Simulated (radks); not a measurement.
Results of a calculation; reference values are marked as such.
Q: Ionisation of Ar3+, [Ne] 3s2 3p3, to Ar4+, [Ne] 3s2 3p2, under several functionals. Scalar-relativistic Kohn-Sham, spin-polarised, spherical densities, finite nucleus; open shells are filled with parallel spins first; a radial shooting solver on a logarithmic mesh with Libxc functionals. The NIST Atomic Spectra Database gives 59.6 eV (semi-empirical). Rank these functionals by the error of their Delta-SCF ionisation energy: SOGGA; XLYP; exchange-only LDA; AM05; exchange-only B88; PBE; BP86.

A: From best to worst: BP86 59.217 eV (-0.363); PBE 59.206 eV (-0.374); AM05 59.067 eV (-0.513); SOGGA 59.038 eV (-0.542); XLYP 58.969 eV (-0.611); exchange-only B88 58.342 eV (-1.238); exchange-only LDA 57.915 eV (-1.665). Open shells are spherical and high-spin; term and fine-structure splittings are not resolved.
